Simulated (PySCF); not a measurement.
A PySCF script (with the pyscf-properties extension) for the NMR shieldings of `N#C[B-](C#N)(C#N)C#N`, [C4BN4]-, on a PBE0-D3(BJ)/def2-SVP geometry:

```python
import basis_set_exchange as bse
import numpy as np
from pyscf import gto, dft
from pyscf.prop import nmr

atoms = """
N     0.012783    2.372543   -1.104447
C    -0.041990    1.306310   -0.651832
B    -0.120637   -0.161094   -0.029502
C    -0.859629   -1.134616   -1.055978
N    -1.397018   -1.840489   -1.802843
C     1.355029   -0.701022    0.250469
N     2.426476   -1.093821    0.456769
C    -0.937285   -0.111527    1.340976
N    -1.529225   -0.074932    2.337528
"""
names = dict.fromkeys(["N", "C", "B"], "pcSseg-2")
basis = {el: gto.basis.parse(bse.get_basis(n, elements=[el], fmt="nwchem")) for el, n in names.items()}
mol = gto.M(atom=atoms, basis=basis, charge=-1, verbose=0)
mf = dft.RKS(mol, xc="HYB_GGA_XC_MPW1PW")
mf.grids.level = 2
mf.grids.alignment = dft.numint.BLKSIZE   # the property module wants whole blocks of grid points
mf.conv_tol = 1e-9
mf.kernel()

calc = nmr.RKS(mf)   # GIAO
C = mf.mo_coeff
Co = C[:, mf.mo_occ > 0]
resp = mf.gen_response(singlet=True, hermi=2)
def vind(x):   # induced exchange potential for any number of trial vectors
    d = np.einsum("pi,xij,qj->xpq", C, 2 * x.reshape(-1, C.shape[1], Co.shape[1]), Co, optimize=True)
    return np.einsum("xpq,pi,qj->xij", resp(d - d.transpose(0, 2, 1)), C, Co, optimize=True).ravel()
mo1, _ = nmr.rhf.solve_mo1(calc, with_cphf=vind)
sigma = calc.kernel(mo1)
for i, s in enumerate(sigma):   # ppm
    w = np.linalg.eigvalsh((s + s.T) / 2)
    print("%2d %-2s iso %8.1f  s11 %8.1f  s22 %8.1f  s33 %8.1f" % (i, mol.atom_pure_symbol(i), w.mean(), *w))
```

Task: What does it print?

Result: 
```
 0 N  iso    -58.5  s11   -236.1  s22   -236.0  s33    296.7
 1 C  iso     49.7  s11    -70.5  s22    -70.5  s33    290.0
 2 B  iso    143.4  s11    143.4  s22    143.4  s33    143.5
 3 C  iso     49.7  s11    -70.5  s22    -70.5  s33    290.0
 4 N  iso    -58.5  s11   -236.2  s22   -236.1  s33    296.8
 5 C  iso     49.7  s11    -70.5  s22    -70.5  s33    290.0
 6 N  iso    -58.5  s11   -236.2  s22   -236.1  s33    296.8
 7 C  iso     49.7  s11    -70.5  s22    -70.5  s33    290.0
 8 N  iso    -58.5  s11   -236.1  s22   -236.0  s33    296.7
```

These numbers come from an equivalent density-fitted implementation of the same equations, which agrees with the script to about 0.01 ppm for H and up to a few tenths of a ppm for heavy atoms, so last digits may differ.

Task: Turn these shieldings into chemical shifts. Referencing at the same level of theory: 15N (260.49 ppm) against NH3; 13C (183.53 ppm) against TMS; 11B (99.12 ppm) against BF3·OEt2.

Result: Averaging equivalent atoms: N 0/4/6/8: 319.0; C 1/3/5/7: 133.9; B 2: -44.3 ppm. Experimental scales use liquid or dissolved standards, which lie at an offset from isolated NH3 (liquid NH3: subtract about 20 ppm). Unscaled 15N shifts of sp2 nitrogen come out 20 to 40 ppm too high even then.

Size and cost of the density-fitted run: 324 basis functions, 47 s wall time on 1 thread of an Arm Neoverse V1, shared host.
